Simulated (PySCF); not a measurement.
Lu(SH)3 at several levels of theory

Computed with PySCF 2.14.0 (density fitting, no spin-orbit coupling) at the geometry relaxed with PBE0:

```xyz
7
Lu(SH)3 (singlet in the valence; each metal's 4f electrons, 14 of them, lie in its core potential, out of spins and levels)
Lu    0.0000    0.0000    0.8438
S     2.4847   -0.4378    0.8538
H     2.8028    0.8786    0.9048
S    -0.8632    2.3707    0.8538
H    -2.1623    1.9880    0.9048
S    -1.6215   -1.9329    0.8538
H    -0.6405   -2.8666    0.9048
```

```csv
level,basis,state,HOMO (eV),gap (eV),charge on Lu1 (e),population of f-type functions on Lu1 (polarisation alone where 4f lies in the core),dipole about the centre of mass (D),largest force component (eV/Å)
PBE0,"Lu lcecp-1-SVP with ECP60, S def2-SVP, H def2-SVP",singlet,-7.57,5.16,0.78,0.03,0.03,0.01
r2SCAN,the same,singlet,-6.69,3.84,0.78,0.03,0.03,0.06
TPSS,the same,singlet,-6.48,3.60,0.76,0.03,0.03,0.21
BLYP,the same,singlet,-6.12,3.04,0.55,0.03,0.02,0.42
TPSSh,the same,singlet,-6.96,4.33,0.81,0.03,0.03,0.13
```

In the lcecp rows the 4f levels are missing from HOMO and gap, and the state counts the valence alone.

Charges are Mulliken's, which hang on the basis. The relaxation used the grid (50, 194), these runs (75, 302) or, all-electron (x2c bases, spin-free X2C Hamiltonian), (99, 590).

**Question.** What does PBE0 with Lu lcecp-1-TZVP with ECP60, S def2-TZVP, H def2-TZVP give here?

**Answer.** state singlet, HOMO (eV) -7.62, gap (eV) 5.22, charge on Lu1 (e) 1.21, population of f-type functions on Lu1 (polarisation alone where 4f lies in the core) 0.03, dipole about the centre of mass (D) 0.01, largest force component (eV/Å) 0.21. Time: 18 s on 2 threads of Arm Neoverse V1, with other jobs on the host, from free ions and atoms.

In the first row's basis the gap widens with exact exchange: 3.0 to 3.8 eV for BLYP, TPSS, r2SCAN (none); 4.3 to 5.2 eV for TPSSh, PBE0 (a fixed share).

An lcecp potential fixes the number of 4f electrons, so in runs with it no electron can move into or out of that shell.
